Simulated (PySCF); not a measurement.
B3LYP has the VWN-RPA correlation part, as in Gaussian. Excitations are Tamm–Dancoff values on a coarser integration grid. The basis has no diffuse functions, so Rydberg states are missing or too high.

Cartesian coordinates (Å):
SMILES: CC(O)=[SiH2]
```xyz
10

C     -0.4956    -1.2450     0.2825
C     -0.2333     0.2062     0.0621
O     -1.3587     0.9306     0.2931
Si     1.3936     0.8837    -0.1442
H     -1.2393    -1.5932    -0.4411
H      0.4110    -1.8358     0.1646
H     -0.9073    -1.4197     1.2809
H     -1.2092     1.8589     0.0724
H      2.2888    -0.0436    -0.8664
H      1.3500     2.2581    -0.7039
```
Charge 0, multiplicity 1.

Question: What S1–T1 gap (TDA), T1 excitation (TDA), HOMO–LUMO gap, brightest of the four lowest singlets (TDA) and total energy does B3LYP-D3(BJ)/def2-TZVP (PySCF) give?

Answer: 
- S1–T1 gap (TDA) = 2.81 eV
- T1 excitation (TDA) = 1.70 eV
- HOMO–LUMO gap = 3.89 eV
- brightest of the four lowest singlets (TDA) = 4.79 eV
- total energy = -444.5829 Ha
